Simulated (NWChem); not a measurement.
Species: C₃H₅O, doublet; SMILES [CH]=C(C)O

```xyz
9

C     -1.2042    -0.8445     0.0000
C     -0.1111    -0.0954     0.0000
C     -0.1209     1.3984     0.0000
O      1.1637    -0.5818     0.0000
H     -1.4998    -1.8911     0.0000
H     -1.1458     1.7882     0.0000
H      0.4114     1.7760     0.8875
H      0.4114     1.7760    -0.8875
H      1.1307    -1.5456     0.0000
```
Atoms are numbered in this order, from 1.

All runs: NWChem. Pople sets run with spherical d functions. Spin-unrestricted. In the optimisation the excess spin sits in a' (Cs, its own frame). Geometry: optimised at PBE0/def2-SVP, spin-unrestricted. No stability test was run on the SCF state.

For level PBE/STO-3G:

| Quantity | Value |
|---|---|
| highest occupied level (eV) | -2.07 |
| lowest empty minus highest occupied level, either spin (eV) | 2.44 |

**Question.** What are these values for level PBE/6-31G*?

**Answer.** The highest occupied level (eV) is -4.86 and the lowest empty minus highest occupied level, either spin (eV) comes out as 2.12.
